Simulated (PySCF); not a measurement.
**Orbital picture of GeAs⁻**

r²SCAN0 at R = 2.160 Å; basis Ge def2-TZVPPD, As def2-TZVPPD; no relativity; PySCF 2.14. State: ¹Σ⁺ (singlet), closed shell. Only the outer orbitals are listed, counted within each symmetry.

```csv
orbital,occ.,ε (eV),on Ge (%),main shells (%)
13σ,2,-10.94,31,"66 As s, 26 Ge s"
14σ,2,-5.86,62,"60 Ge s, 27 As s, 11 As p"
15σ,2,-0.99,53,"45 Ge p, 39 As p"
7π,2,-0.86,41,"59 As p, 38 Ge p"
7π,2,-0.86,41,"59 As p, 38 Ge p"
8π,0,3.55,62,"48 Ge p, 26 As p, 14 Ge d"
8π,0,3.55,62,"48 Ge p, 26 As p, 14 Ge d"
16σ,0,5.32,64,"92 Ge s, 51 As s, 18 Ge d"
```

**Question.** Which are the highest filled and the lowest empty level, where do they sit, and how wide is the gap?

**Answer.** Highest filled 7π at -0.86 eV (in %: 59 As p, 38 Ge p); lowest empty 8π at 3.55 eV (in %: 48 Ge p, 26 As p, 14 Ge d); the gap at r²SCAN0 is 4.41 eV. An empty level above zero is unbound, and its energy depends on the basis.

- bond order (Mayer): 2.92
- ⟨S²⟩: 0.000
- charge on Ge (Mulliken, basis-dependent): -0.55
- charge on Ge (Löwdin, basis-dependent): -0.59
- dipole moment (positive dipole points towards As; it is taken about the centre of mass and depends on that origin): -0.72 D
